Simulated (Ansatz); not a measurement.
The cluster Pt2Au3⁺. Total charge 1; singlet. Geometry PBE-D4/def2-SVP, basis def2-TZVP, Ansatz.

```xyz
5

Pt   -0.957   -0.570   -1.286
Pt   -0.255    0.808    0.694
Au    1.543   -1.023   -0.123
Au    2.120    1.668   -0.029
Au   -2.452   -0.883    0.745
```

| run | HOMO (eV) | LUMO (eV) |
| --- | --- | --- |
| A | -9.94 | -9.84 |
| B | -10.81 | -8.82 |
| C | -10.29 | -10.25 |
| D | -10.71 | -9.11 |
| E | -9.99 | -9.69 |

In the def2 sets Au, Pt take a core potential; there is no spin–orbit coupling. B3LYP takes the VWN-RPA correlation. No other spin state of charge 1 was run. Another isomer (singlet) lies 0.04 eV lower at PBE0-D4/def2-TZVP; other spin states weren't run for this one.

Task: The runs used B3LYP, LDA (SPW92), PBE, PBE0, r2SCAN. Estimate which is which.

Result: A PBE (0 % exact exchange); B PBE0 (25 % exact exchange); C LDA (SPW92) (0 % exact exchange); D B3LYP (20 % exact exchange); E r2SCAN (0 % exact exchange). Exact exchange lowers occupied and raises empty levels; among semilocal functionals meta-GGAs tend to open the gap a little, and such runs are hard to tell apart. The gap grows from 0.04 eV (LDA (SPW92)) to 1.99 eV (PBE0). The restricted singlet is unstable towards broken spin symmetry in Hartree–Fock (as tested in another run); at PBE-D4/def2-TZVP, PBE0-D4/def2-TZVP, LDA (SPW92)/def2-TZVP, B3LYP-D4/def2-TZVP and others this wasn't settled.
